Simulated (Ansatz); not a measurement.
The cluster B₂Sb⁺, relaxed as a triplet with UKS PBE-D4/def2-TZVP in Ansatz, starting from the PBE-D4/def2-TZVP geometry of the charge +1 singlet. Force threshold 0.02 eV/Å.

In the def2 sets Sb takes a core potential; there is no spin–orbit coupling. At PBE-D4/def2-TZVP a singlet of charge 1 lies 0.80 eV below the triplet, each at its own geometry. The structure comes from a short search, and lower isomers may exist.

Start:

Cartesian coordinates in Å:
```
B -0.222 0.862 -0.502
B -0.944 -0.390 -0.021
Sb 1.167 -0.472 0.523
```

(1) Estimate the energy that the relaxation releases and the steps that it takes.

(2) Does the start keep its bonding and symmetry?

(3) Predict the relaxed structure.

## Answers

(1) 17.4 kJ/mol, in 12 steps; 9 s on 4 threads of Arm Neoverse V2 on a shared host. The force fell under the threshold at step 4, but the optimiser went on and released 0.035 eV more. No frequencies were taken in this run, so the end may be a saddle point.

(2) By distances, no bond broke or formed. The bond that changes most is B2–Sb3, from 2.18 to 2.39 Å (atoms count from 1). Point group C2v at the start, Cs at the end, both within 0.05 Å.

(3) 
```
atom    x (Å)    y (Å)    z (Å)
  B1  -0.1186   0.8035  -0.4474
  B2  -1.1036  -0.4195  -0.0431
 Sb3   1.2222  -0.3840   0.4904
```
Bond lengths: 2 × B–Sb 2.02 to 2.39 Å; 1 × B–B 1.62 Å.
